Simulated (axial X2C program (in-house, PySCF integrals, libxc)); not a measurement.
# Estimating the spin–orbit splitting of the π levels of YI

All values were computed with an in-house all-electron X2C program for linear molecules (integrals from PySCF). Spin-free means the one-electron spin-free X2C Hamiltonian; two-component (2c) means X2C with spin–orbit coupling and atomic mean-field two-electron Coulomb and Gaunt terms, so the difference of the two also holds small scalar two-electron terms. Basis: I dyall-v3z [11s12p8d1f], Y dyall-v3z [11s12p9d4f2g] (cores contracted in-house); Gaussian nuclei, density fitting, unrestricted open shells. Masses: I 126.904 u, Y 88.906 u.

Hartree–Fock at 2.774 Å, closed shell. Valence p splittings ε(p3/2) − ε(p1/2) of spherical Dirac–Hartree–Fock atoms with fractionally filled p shells: I 5p 1.126 eV.

```
filled π level (eV), spin-free  I p share  Y p share
                        -10.09       0.77       0.04
```

Question: In first order a p shell splits by 3ζ/2 and a π orbital by ζ. Estimate the splitting of each π level from the shares.

Answer: level -10.09 eV: (2/3) × (0.77 × 1.126) = 0.58 eV.

The two-component Hartree–Fock calculation gives:

| ε(ω = 1/2) (eV) | σ share of it | ε(ω = 3/2) (eV) | splitting (eV) | estimate (eV) |
| --- | --- | --- | --- | --- |
| -10.213 | 0.23 | -9.745 | 0.47 | 0.58 |

The estimate leaves out the mixing of π1/2 with σ1/2 levels, which pushes the ω = 1/2 spinor up or down, the d and f parts of the orbital, small shares of the strongly split outer-core p shell of a metal, the Gaunt term (absent from the atomic values), and the change of the atomic p orbitals with charge; Löwdin shares depend on the basis.
